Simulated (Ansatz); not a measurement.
`N[SiH2][S][AlH2]` + H–F → `F[SiH2][S][AlH2]` + NH₃ at 600 K and 1 bar (ligand exchange at the Si–N bond).

Gas-phase electronic energies from Ansatz, PBE0-D4/def2-TZVP geometries. CCSD(T)/CBS is the MP2 limit (def2-TZVPP, def2-QZVPP) plus CCSD(T) − MP2 in def2-TZVPP, frozen cores. This one scheme is used for every species. Each species was taken in one conformer, which may not be the lowest.

```tsv
species	CCSD(T)/CBS energy (Eh)	H − E (kJ/mol)	S (J/(mol·K))
`N[SiH2][S][AlH2]`	-987.26936	222.8	459.4
H–F	-100.39570	42.3	194.0
`F[SiH2][S][AlH2]`	-1031.18703	152.7	432.6
NH₃	-56.50880	112.4	219.5
```

H − E and S are ideal-gas, rigid-rotor, harmonic terms from PBE0-D4/def2-TZVP, for one conformer and one mirror image of each species. 1 Eh = 2625.50 kJ/mol, R = 8.31446 J/(mol·K).

**Question.** By hand: ΔE, ΔH, ΔS and ΔG.

**Answer.** ΔE = (-1031.18703) + (-56.50880) − (-987.26936) − (-100.39570) = -0.03077 Eh = -80.8 kJ/mol. Δ(H − E) = 152.7 + 112.4 − 222.8 − 42.3 = 0.0, so ΔH = -80.8 kJ/mol. ΔS = 432.6 + 219.5 − 459.4 − 194.0 = -1.3 J/(mol·K). ΔG = -80.8 − 600 × (-1.3)/1000 = -80.0 kJ/mol.

**Question.** By hand: the equilibrium constant, and the temperature at which ΔG would vanish if ΔH and ΔS stayed fixed.

**Answer.** log₁₀ K = −ΔG/(RT ln 10) = 7.0. ΔG = 0 at ΔH/ΔS = 62154 K, far beyond where these terms or the molecules hold.

The number of gas molecules stays the same, so ΔS is small and ΔH decides. A doubt of 5 kJ/mol in ΔE shifts log₁₀ K by 0.4 here. Other conformers and mirror images would add mixing entropy, several J/(mol·K) or more a flexible species. Modes under 60 cm⁻¹, often nearly free rotors, make the harmonic entropy too high. These are equilibria of isolated gas molecules and say nothing of rates. Largest T1 diagnostic: 0.012 (customary marks: 0.02 for closed shells, 0.045 for open ones).
